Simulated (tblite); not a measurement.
Species: C4H9BO3.
Z-matrix (Å and degrees, GFN2-xTB geometry), rows numbered from 1:
```
C 
C   1  1.5233
O   2  1.4195  1  111.82
B   3  1.3395  2  121.76  1   -76.12
O   4  1.3864  3  125.86  2    -1.96
C   5  1.4102  4  108.57  3  -178.69
C   6  1.5494  5  105.17  4    -0.59
O   4  1.3737  3  121.94  2   178.94
H   1  1.0867  2  109.84  3  -176.83
H   1  1.0867  2  109.48  3    63.19
H   1  1.0870  2  110.12  3   -56.50
H   2  1.0940  1  110.59  3   117.27
H   2  1.0955  1  109.78  3  -121.93
H   6  1.0945  5  108.93  4  -121.11
H   6  1.0943  5  108.91  4   119.93
H   7  1.0943  6  112.30  5   118.80
H   7  1.0943  6  112.18  5  -117.71
```

All values are computed: GFN2-xTB (tblite) harmonic vibrations without scaling, gas phase. The method is semi-empirical: single wavenumbers can be off by several per cent or more. One conformer, not necessarily the lowest.

Harmonic wavenumbers (cm⁻¹): 38.9, 85.9, 126.7, 141.5, 184.4, 230.8, 352.7, 469.4, 566.0, 569.9, 714.8, 813.6, 836.8, 848.0, 936.8, 968.4, 1047.6, 1067.8, 1090.4, 1106.7, 1107.2, 1125.6, 1162.1, 1179.5, 1185.5, 1257.4, 1289.3, 1295.1, 1319.1, 1362.8, 1393.8, 1461.7, 1467.7, 1476.4, 1486.3, 1492.7, 2910.0, 2916.0, 2925.3, 2936.8, 2940.9, 2943.0, 3043.7, 3046.8, 3052.3.

A = 4831, B = 1297, C = 1123 MHz; mass 116.064 u (most abundant isotopes); point group C1, symmetry number 1.

Q: What is the zero-point energy?

A: ½Σν̃ = 29987 cm⁻¹ = 85.74 kcal/mol.

Q: What is S at 200 K and 1 bar for an ideal gas of classical rigid rotors and harmonic oscillators?

A: Translation 38.20, rotation 27.03, vibration 16.06: S = 81.3 cal/(mol K).

Q: And Cp and H(200 K) − H(0)?

A: Cp = 23.55 cal/(mol K), of which vibrations give 15.60 (their classical limit is 45 R = 89.4); H(200 K) − H(0) = 3.28 kcal/mol without the zero-point energy, 1.69 from vibrations.

Q: Blend soft modes into free rotors: weight 1/[1 + (100 cm⁻¹/ν̃)⁴] for the oscillator and the rest for a rotor with moment μB/(μ + B), μ = h/(8π²ν), B = 10⁻⁴⁴ kg m². What vibrational entropy results?

A: 14.77 cal/(mol K) in place of 16.06, which changes −T·S at 200 K by +0.26 kcal/mol.

Q: How do the functions run with temperature in this model?

A: 
```json
{"T (K)": "100", "S (cal/(mol K))": "67.5", "Cp (cal/(mol K))": "17.1", "H − H(0) (kcal/mol)": "1.25", "G − H(0) (kcal/mol)": "-5.50", "ln q(vib)": "1.62"}
{"T (K)": "300", "S (cal/(mol K))": "92.3", "Cp (cal/(mol K))": "31.7", "H − H(0) (kcal/mol)": "6.03", "G − H(0) (kcal/mol)": "-21.67", "ln q(vib)": "5.90"}
{"T (K)": "500", "S (cal/(mol K))": "112.7", "Cp (cal/(mol K))": "48.8", "H − H(0) (kcal/mol)": "14.14", "G − H(0) (kcal/mol)": "-42.20", "ln q(vib)": "9.98"}
{"T (K)": "800", "S (cal/(mol K))": "139.6", "Cp (cal/(mol K))": "65.7", "H − H(0) (kcal/mol)": "31.55", "G − H(0) (kcal/mol)": "-80.16", "ln q(vib)": "16.05"}
{"T (K)": "1000", "S (cal/(mol K))": "155.1", "Cp (cal/(mol K))": "72.9", "H − H(0) (kcal/mol)": "45.46", "G − H(0) (kcal/mol)": "-109.67", "ln q(vib)": "19.92"}
```

q(vib) and H(0) count from the zero-point level.

Q: Which modes carry the vibrational entropy at 200 K?

A: 38.9 cm⁻¹: 4.52; 85.9 cm⁻¹: 2.98; 126.7 cm⁻¹: 2.24; 141.5 cm⁻¹: 2.04; 184.4 cm⁻¹: 1.57; 230.8 cm⁻¹: 1.19 cal/(mol K); the other 39 give 1.52 together.

Q: What must be added to the electronic energy to get the Gibbs energy at 200 K and 1 bar?

A: ZPE + [H(200 K) − H(0)] − T·S = 85.74 + 3.28 − 16.26 = 72.76 kcal/mol.

Hindered rotation and anharmonicity are outside this model. Other conformers, if any are populated, would add a mixing term that is left out. The structure is chiral; the term R ln 2 for an equal mix with its mirror image is left out.
